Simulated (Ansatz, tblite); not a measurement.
Cost and result up the ladder for the cluster Cu3⁺ (3 atoms). Total charge 1; singlet. Geometry: PBE0-D4/def2-TZVP.

```xyz
3

Cu    0.6404   -0.3655   -1.1728
Cu   -1.3481    0.3187   -0.0173
Cu    0.7076    0.0468    1.1900
```

Ansatz on 4 threads of Arm Neoverse V1 on a shared host; xTB runs through tblite on one thread. Times are rough, summed over both states, and most runs start from the orbitals of an earlier one. RPA@PBE/def2-TZVP serves as the yardstick here, not as an exact answer. The other state is a quintet at its own geometry, which has other bonds, so the gap mixes isomer and spin.

The xTB rows come from tblite. HSE06 is defined as in plane-wave codes, on full-range PBE exchange. Correlated methods freeze 27 core orbitals. HOMO above LUMO, or a gap near zero within one spin, warns that the state may not be the lowest or that an electron is smeared out. At PBE0-D4/def2-TZVP a singlet of charge 1 lies 5.70 eV below the quintet, each at its own geometry. The structure comes from a short search, and lower isomers may exist.

Run but left out: GFN2-xTB (tight binding far off the other levels); HF/STO-3G, HF/def2-TZVP (quintet: ⟨S²⟩ 6.32 to 9.39, where a pure state has 6.00).

Correlated methods converge slowly with the basis.

xTB has no spin-polarisation term.

| level | functions | quintet − singlet (eV) | difference from RPA@PBE/def2-TZVP (eV) | remarks |
| --- | --- | --- | --- | --- |
| PBE0-D4/def2-TZVP | 135 | 5.70 | 1.49 | – |
| GFN1-xTB | 27 | 4.10 | -0.11 | – |
| CAM-B3LYP-D4/def2-TZVP | 135 | 6.00 | 1.80 | – |
| PBE-D4/def2-TZVP (with forces) | 135 | 5.25 | 1.04 | gap within one spin near zero (quintet) |
| r2SCAN-D4/def2-TZVP | 135 | 5.09 | 0.88 | – |
| RPA@PBE/def2-TZVP | 135 | 4.21 | 0.00 | – |
| r2SCANh-D4/def2-TZVP | 135 | 5.26 | 1.06 | – |
| HSE06-D4/def2-TZVP | 135 | 5.69 | 1.48 | – |
| B97M-V/def2-TZVP | 135 | 5.20 | 0.99 | – |

Estimate how long each takes.

GFN1-xTB 0.006 s; PBE-D4/def2-TZVP (with forces) 5.8 s; RPA@PBE/def2-TZVP 8.8 s; PBE0-D4/def2-TZVP 9.9 s; HSE06-D4/def2-TZVP 10 s; CAM-B3LYP-D4/def2-TZVP 12 s; r2SCAN-D4/def2-TZVP 13 s; r2SCANh-D4/def2-TZVP 19 s; B97M-V/def2-TZVP 25 s. On shared hardware such times vary by a factor of up to 3.
